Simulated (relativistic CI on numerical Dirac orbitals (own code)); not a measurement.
Forbidden lines of In³⁹⁺

Calculated at this level of theory: Dirac-Coulomb-Breit CI, KLI orbitals optimised for each configuration, model QED, unscaled Slater integrals (own radial code, finite nucleus).

Configuration list (outside the closed core 1s2): 2s²2p⁶, 2s²2p⁵3s, 2s²2p⁵3p, 2s²2p⁵3d, 2s2p⁶3s, 2s2p⁶3p, 2s2p⁶3d, 2s²2p⁵4s, 2s²2p⁵4p, 2s²2p⁵4d, 2s²2p⁵4f, 2s2p⁶4s, 2s2p⁶4p, 2s²2p⁴3s², 2s2p⁶4d, 2s2p⁶4f, 2s²2p⁵5s, 2s²2p⁴3s3p, 2s²2p⁵5p, 2s²2p⁵5d, 2s²2p⁵5f, 2s²2p⁵5g, 2s²2p⁴3p², 2s²2p⁴3s3d, 2s²2p⁴3p3d, 2s2p⁵3s², 2s²2p⁴3d², 2s2p⁵3s3p, 2s2p⁶5s, 2s2p⁵3p², 2s2p⁵3s3d, 2s2p⁶5p, 2s2p⁶5d, 2s2p⁶5f, 2s2p⁶5g, 2s2p⁵3p3d. Levels of other configurations are missing.

```csv
λ vac (nm),Lower,Upper,Type,A (s⁻¹),E lower (10³ cm⁻¹),E upper (10³ cm⁻¹)
0.29970,2s²2p⁶ ¹S0 [1],2s2p⁶3d ¹D2 [37],E2,8.54e+11,0.0,33366.5
0.30122,2s²2p⁶ ¹S0 [1],2s2p⁶3d ³D2 [35],E2,1.05e+11,0.0,33198.7
0.33129,2s²2p⁶ ¹S0 [1],2s²2p⁵3p ³D2 [23],E2,6.73e+10,0.0,30184.7
0.34070,2s²2p⁶ ¹S0 [1],2s²2p⁵3d ¹D°2 [17],M2,3.02e+09,0.0,29351.5
0.35126,2s²2p⁶ ¹S0 [1],2s²2p⁵3p ³P2 [8],E2,5.93e+10,0.0,28468.6
0.35746,2s²2p⁶ ¹S0 [1],2s²2p⁵3p ³D2 [5],E2,6.01e+10,0.0,27975.5
0.35772,2s²2p⁶ ¹S0 [1],2s²2p⁵3p ³P1 [4],M1,3.39e+08,0.0,27954.6
0.36624,2s²2p⁶ ¹S0 [1],2s²2p⁵3s ³P°2 [2],M2,9.35e+07,0.0,27304.4
5.8529,2s²2p⁵3s ¹P°1 [3],2s²2p⁵3s ³P°0 [10],M1,9.06e+07,27343.7,29052.3
```

Terms are leading LS components. Brackets give the number of a level in order of energy, since labels repeat. The list gives strong lines, with weight on those to low levels, among the lowest 157 of 838 levels, so that lines to higher ones, which can be the strongest, are missing. Levels whose partners in the same complex of configurations lie outside the list can be far off, and so can their lines. Rates are taken at the computed energies, electric ones in the length gauge.

At this charge energies of transitions that change n are usually good to better than 1 %, and those within a shell (Δn = 0) to a few per cent.

LS names give the leading component of a level, which can be under half, so a name can repeat, a term be missing and a line seem to break the LS rules.
